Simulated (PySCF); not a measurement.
How methods differ on the excitation energy of Ar⁺

Ar⁺ [Ne] 3s2 3p5 (2P) → Ar⁺ [Ne] 3s1 3p6 (2S), as a difference of total energies. All numbers are calculated (PySCF 2.14, the non-relativistic Hamiltonian (point nucleus), in aug-cc-pwCVDZ (6s5p3d, 36 functions)). Correlated levels: valence: [Ne] frozen; valence and next inner shell: 1s2 frozen; nothing frozen. The calculations carry no spin-orbit coupling.

| method | excitation energy (eV) |
| --- | --- |
| UHF | 18.466 |
| LDA | 14.066 |
| PBE | 14.358 |
| PBE0 | 15.391 |
| r2SCAN | 15.307 |
| M06-L | 15.482 |
| r2SCAN0 | 16.014 |
| LC-wPBE | 15.338 |
| revPBE | 14.401 |
| MP2 (valence) | 15.634 |
| SCS-MP2 (valence) | 15.312 |
| MP2 (valence and next inner shell) | 15.488 |
| SCS-MP2 (valence and next inner shell) | 15.197 |
| MP2 (all electrons) | 15.483 |
| SCS-MP2 (all electrons) | 15.193 |

Errors of the correlated levels include the incompleteness of this basis and the frozen core.

**Question.** Which method comes closest to the reference value, and which is furthest?

**Answer.** The reference is 13.421 eV (measured; NIST levels, between the centres of gravity of the two terms). Closest: LDA (error 0.645 eV); furthest: UHF (error 5.045 eV).
